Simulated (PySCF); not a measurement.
**Electron affinity of Sb by level of theory**

Sb⁻ [Kr] 4d10 5s2 5p4 (3P) → Sb [Kr] 4d10 5s2 5p3 (4S), as a difference of total energies. All numbers are calculated (PySCF 2.14, the spin-free X2C one-electron Hamiltonian (Gaussian nucleus), in x2c-TZVPPall with one added diffuse shell each of s, p, d, f type (9s7p5d3f, 76 functions)). Correlated levels: valence: [Kr] 4d10 frozen. The calculations carry no spin-orbit coupling.

| method | electron affinity (eV) | difference from reference (eV) |
| --- | --- | --- |
| UHF | -0.046 | -1.093 |
| MP2 (valence) | 0.608 | -0.439 |
| SCS-MP2 (valence) | 0.660 | -0.387 |
| CCSD (valence) | 0.715 | -0.332 |
| CCSD(T) (valence) | 0.766 | -0.281 |

Reference: 1.047 eV (measured; photodetachment measurements, as compiled on the Wikipedia data page of electron affinities).

The reference lies between the lowest fine-structure levels, while these numbers refer to the centres of the terms.

Errors of the correlated levels include the incompleteness of this basis and the frozen core.

A negative affinity means that the anion lies above the atom at that level of theory.
